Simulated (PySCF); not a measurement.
Can point charges reproduce the dipole moment of `C#C[C@@H]1[C@@H]2O[C@@H]2C[C@@H]1Cl`?

Coordinates (GFN2-xTB, Å) and charges (e) from the PBE0/pcSseg-1 density (PySCF):

```csv
atom,x,y,z,Mulliken,IAO,Hirshfeld,ESP-fitted
C1,3.049,0.700,-0.133,-0.3864,-0.2282,-0.1129,-0.3298
C2,1.944,0.509,0.282,+0.3560,-0.0318,-0.0546,-0.1889
C3,0.604,0.251,0.768,-0.2164,-0.1487,-0.0208,+0.4442
C4,0.179,-1.207,0.623,+0.1018,+0.0599,+0.0226,-0.0987
O5,-0.213,-1.595,-0.658,-0.3648,-0.3858,-0.1467,-0.2097
C6,-1.231,-1.254,0.236,+0.0104,+0.0537,+0.0216,-0.0182
C7,-1.760,0.160,0.092,-0.0749,-0.2871,-0.0787,-0.0470
C8,-0.500,1.033,0.017,-0.2306,-0.0900,+0.0172,-0.3654
Cl9,-0.039,1.305,-1.691,-0.0780,-0.0948,-0.0577,-0.0918
H10,4.017,0.879,-0.496,+0.0389,+0.2022,+0.0934,+0.2860
H11,0.556,0.511,1.834,+0.1623,+0.1694,+0.0604,+0.0132
H12,0.666,-1.958,1.233,+0.1155,+0.1521,+0.0563,+0.1205
H13,-1.901,-2.051,0.533,+0.1089,+0.1482,+0.0553,+0.1101
H14,-2.351,0.418,0.973,+0.1320,+0.1492,+0.0510,+0.0678
H15,-2.378,0.281,-0.797,+0.1566,+0.1653,+0.0449,+0.1091
H16,-0.650,2.026,0.440,+0.1685,+0.1664,+0.0485,+0.1986
```

Problem. What dipole does each set of charges give (1 e·Å = 4.803 D), and what does the density give?

Solution. The full density gives (-1.45, 0.03, 3.32) D, 3.62 D in size; dipole vectors point from the negative to the positive end.

```csv
scheme,μx,μy,μz,size (D),share of the full size (%),angle to the full dipole (°)
Mulliken,-4.61,0.28,4.66,6.56,181,21
IAO,-1.89,0.52,4.36,4.78,132,6
Hirshfeld,-1.15,0.09,1.87,2.19,61,8
ESP-fitted,-1.48,0.07,3.38,3.69,102,1
```

Problem. Which set comes closest?

Solution. Length of the difference vector: ESP-fitted 0.08 D, IAO 1.23 D, Hirshfeld 1.48 D, Mulliken 3.44 D. Closest: ESP-fitted. ESP charges are fitted to the potential around the molecule, whose slowest-falling term is the dipole's. 

Problem. What is left for the Hirshfeld atoms' own dipoles?

Solution. The shares of the density sum to the whole, so what Σ q r misses lies in dipoles about the nuclei. The atomic dipoles sum to (-1.45, 0.03, 3.32) − (-1.15, 0.09, 1.87) = (-0.30, -0.06, 1.45) D, 1.48 D in size.

Problem. With the origin at the mean of the coordinates, (0.000, 0.001, 0.204) Å, which are the largest single terms, by size, of the IAO dipole along the direction of the full one?

Solution. H10 -2.18, C1 +1.67, O5 +1.33, H14 +1.18, H11 +1.04 D; all 16 atoms together +4.75 D. The single terms depend on the origin, their sum doesn't.

Problem. Give the size of the full dipole in other units.

Solution. 3.62 D = 1.425 au = 0.754 e·Å = 12.08 × 10⁻³⁰ C·m.

The structure is a single GFN2-xTB conformer in the gas phase; no vibrational or solvent corrections.
